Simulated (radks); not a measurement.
Results of a calculation; reference values are marked as such.
Ionisation of neutral carbon, [He] 2s2 2p2, to [He] 2s2 2p1 as the strength of local exchange is varied. Code: a radial shooting solver on a logarithmic mesh with Libxc functionals. Model: scalar-relativistic Kohn-Sham, Slater X-alpha exchange (alpha = 2/3 is LDA exchange), no correlation, spin-polarised, spherical densities, point nucleus; open shells are filled with parallel spins first.

\begin{tabular}{lrrrrr}
alpha & E(C) (hartree) & exchange (hartree) & IE (eV) & -e of the level emptied (eV) & <r> of it (bohr) \\ \hline
0.552 & -36.37522 & -3.59322 & 9.326 & 4.118 (2p) & 1.872 \\
0.667 & -37.13027 & -4.41632 & 10.776 & 5.333 (2p) & 1.767 \\
0.673 & -37.17001 & -4.45995 & 10.854 & 5.400 (2p) & 1.762 \\
0.71 & -37.41588 & -4.73049 & 11.344 & 5.820 (2p) & 1.732 \\
0.913 & -38.78820 & -6.26040 & 14.203 & 8.341 (2p) & 1.590 \\
\end{tabular}

NIST Atomic Spectra Database: 11.260 eV (measured). The Delta-SCF value meets it near alpha = 0.70. Open shells are spherical and high-spin; term and fine-structure splittings are not resolved.
